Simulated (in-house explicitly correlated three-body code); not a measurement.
Computed with an exponentially correlated three-body code. Model: two electrons around a point charge, non-relativistic, variational in 260 exponentially correlated functions (energies converged to about 1e-7 hartree, or 1e-8 relative for large Z).

Command:
```bash
python run_hyl.py task.json out
```
Settings (lengths in bohr, energies in hartree):
```
Z                      2.5
nuclear_mass           100
interaction_strength   1
functions              260
states_tried           13
```

Time taken, with all properties: 31 s on 1 thread of Intel(R) Xeon(R) Platinum 8375C CPU @ 2.90GHz (Ice Lake), on a shared host.

**Those bound S and P states to n = 4 that converged, binding against the one-electron ion.**

Given: nuclear charge 2.5; mass of the centre 100 electron masses.

Computed: one-electron threshold -3.09405941 hartree.

| term | energy (hartree) | binding (eV) |
| --- | --- | --- |
| 1 1S | -4.79186322 | 46.2 |
| 2 3S | ? | ? |
| 2 1S | -3.40320227 | 8.4122 |
| 2 3P | -3.39136081 | 8.09 |
| 2 1P | -3.36783526 | 7.4498 |
| 3 3S | ? | ? |
| 3 1S | -3.22634613 | 3.5997 |
| 3 3P | -3.22344967 | 3.5209 |
| 3 1P | -3.21634124 | 3.3275 |
| 4 3S | -3.17223838 | 2.1274 |
| 4 1S | -3.16719079 | 1.99 |
| 4 3P | -3.16604504 | 1.9588 |
| 4 1P | -3.16304424 | 1.8772 |

What belongs in the row 2 3S?

energy (hartree): -3.45188426; binding (eV): 9.7369.

What belongs in the row 3 3S?

energy (hartree): -3.23899034; binding (eV): 3.9438.

**Converged states only, values per electron or pair.**

```json
{"term": "1 1S", "mean r (bohr)": "0.71593", "mean r squared (bohr²)": "0.70122", "mean inverse r (1/bohr)": "2.1658", "mean r12 (bohr)": "1.0829", "mean inverse r12 (1/bohr)": "1.2454", "mean cosine": "-0.048481", "mean p1 dot p2 (bohr⁻²)": "0.20336", "delta r1 (bohr⁻³)": "3.6747", "delta r12 (bohr⁻³)": "0.25708"}
{"term": "2 3S", "mean r (bohr)": "?", "mean r squared (bohr²)": "?", "mean inverse r (1/bohr)": "?", "mean r12 (bohr)": "?", "mean inverse r12 (1/bohr)": "?", "mean cosine": "?", "mean p1 dot p2 (bohr⁻²)": "?", "delta r1 (bohr⁻³)": "?", "delta r12 (bohr⁻³)": "-"}
{"term": "2 1S", "mean r (bohr)": "2.1366", "mean r squared (bohr²)": "8.0739", "mean inverse r (1/bohr)": "1.433", "mean r12 (bohr)": "3.7316", "mean inverse r12 (1/bohr)": "0.35881", "mean cosine": "-0.014038", "mean p1 dot p2 (bohr⁻²)": "0.0094827", "delta r1 (bohr⁻³)": "2.5135", "delta r12 (bohr⁻³)": "0.026947"}
{"term": "2 3P", "mean r (bohr)": "1.8516", "mean r squared (bohr²)": "6.0568", "mean inverse r (1/bohr)": "1.4343", "mean r12 (bohr)": "3.1971", "mean inverse r12 (1/bohr)": "0.38875", "mean cosine": "-0.047211", "mean p1 dot p2 (bohr⁻²)": "-0.16973", "delta r1 (bohr⁻³)": "2.3784", "delta r12 (bohr⁻³)": "-"}
{"term": "2 1P", "mean r (bohr)": "2.0255", "mean r squared (bohr²)": "7.3425", "mean inverse r (1/bohr)": "1.4195", "mean r12 (bohr)": "3.5019", "mean inverse r12 (1/bohr)": "0.36186", "mean cosine": "0.0037891", "mean p1 dot p2 (bohr⁻²)": "0.11763", "delta r1 (bohr⁻³)": "2.4189", "delta r12 (bohr⁻³)": "0.0031882"}
{"term": "3 3S", "mean r (bohr)": "4.1983", "mean r squared (bohr²)": "34.721", "mean inverse r (1/bohr)": "1.3284", "mean r12 (bohr)": "7.8236", "mean inverse r12 (1/bohr)": "0.16414", "mean cosine": "-0.0033801", "mean p1 dot p2 (bohr⁻²)": "0.0016209", "delta r1 (bohr⁻³)": "2.4462", "delta r12 (bohr⁻³)": "-"}
{"term": "3 1S", "mean r (bohr)": "4.5622", "mean r squared (bohr²)": "41.446", "mean inverse r (1/bohr)": "1.323", "mean r12 (bohr)": "8.5466", "mean inverse r12 (1/bohr)": "0.16228", "mean cosine": "-0.0040733", "mean p1 dot p2 (bohr⁻²)": "0.0018496", "delta r1 (bohr⁻³)": "2.4416", "delta r12 (bohr⁻³)": "0.0077897"}
{"term": "3 3P", "mean r (bohr)": "4.3108", "mean r squared (bohr²)": "37.341", "mean inverse r (1/bohr)": "1.3233", "mean r12 (bohr)": "8.0528", "mean inverse r12 (1/bohr)": "0.1696", "mean cosine": "-0.012581", "mean p1 dot p2 (bohr⁻²)": "-0.045706", "delta r1 (bohr⁻³)": "2.4042", "delta r12 (bohr⁻³)": "-"}
{"term": "3 1P", "mean r (bohr)": "4.568", "mean r squared (bohr²)": "42.122", "mean inverse r (1/bohr)": "1.319", "mean r12 (bohr)": "8.5557", "mean inverse r12 (1/bohr)": "0.16249", "mean cosine": "0.0014851", "mean p1 dot p2 (bohr⁻²)": "0.03538", "delta r1 (bohr⁻³)": "2.4152", "delta r12 (bohr⁻³)": "0.0010964"}
{"term": "4 3S", "mean r (bohr)": "7.5083", "mean r squared (bohr²)": "117.07", "mean inverse r (1/bohr)": "1.2874", "mean r12 (bohr)": "14.428", "mean inverse r12 (1/bohr)": "0.092755", "mean cosine": "-0.0012788", "mean p1 dot p2 (bohr⁻²)": "0.00024387", "delta r1 (bohr⁻³)": "2.4266", "delta r12 (bohr⁻³)": "-"}
{"term": "4 1S", "mean r (bohr)": "7.9994", "mean r squared (bohr²)": "133.52", "mean inverse r (1/bohr)": "1.2852", "mean r12 (bohr)": "15.408", "mean inverse r12 (1/bohr)": "0.091821", "mean cosine": "-0.0016251", "mean p1 dot p2 (bohr⁻²)": "0.00040611", "delta r1 (bohr⁻³)": "2.4252", "delta r12 (bohr⁻³)": "0.0032333"}
{"term": "4 3P", "mean r (bohr)": "?", "mean r squared (bohr²)": "?", "mean inverse r (1/bohr)": "?", "mean r12 (bohr)": "?", "mean inverse r12 (1/bohr)": "?", "mean cosine": "?", "mean p1 dot p2 (bohr⁻²)": "?", "delta r1 (bohr⁻³)": "?", "delta r12 (bohr⁻³)": "-"}
{"term": "4 1P", "mean r (bohr)": "8.1211", "mean r squared (bohr²)": "138.86", "mean inverse r (1/bohr)": "1.2836", "mean r12 (bohr)": "15.651", "mean inverse r12 (1/bohr)": "0.091804", "mean cosine": "0.00073119", "mean p1 dot p2 (bohr⁻²)": "0.014752", "delta r1 (bohr⁻³)": "2.4143", "delta r12 (bohr⁻³)": "0.00048501"}
```

What belongs in the row 2 3S?

mean r (bohr): 1.898; mean r squared (bohr²): 6.1839; mean inverse r (1/bohr): 1.4532; mean r12 (bohr): 3.2739; mean inverse r12 (1/bohr): 0.36238; mean cosine: -0.012599; mean p1 dot p2 (bohr⁻²): 0.010023; delta r1 (bohr⁻³): 2.5379.

What belongs in the row 4 3P?

mean r (bohr): 7.7786; mean r squared (bohr²): 127.14; mean inverse r (1/bohr): 1.2854; mean r12 (bohr): 14.97; mean inverse r12 (1/bohr): 0.094677; mean cosine: -0.0050146; mean p1 dot p2 (bohr⁻²): -0.018707; delta r1 (bohr⁻³): 2.4098.
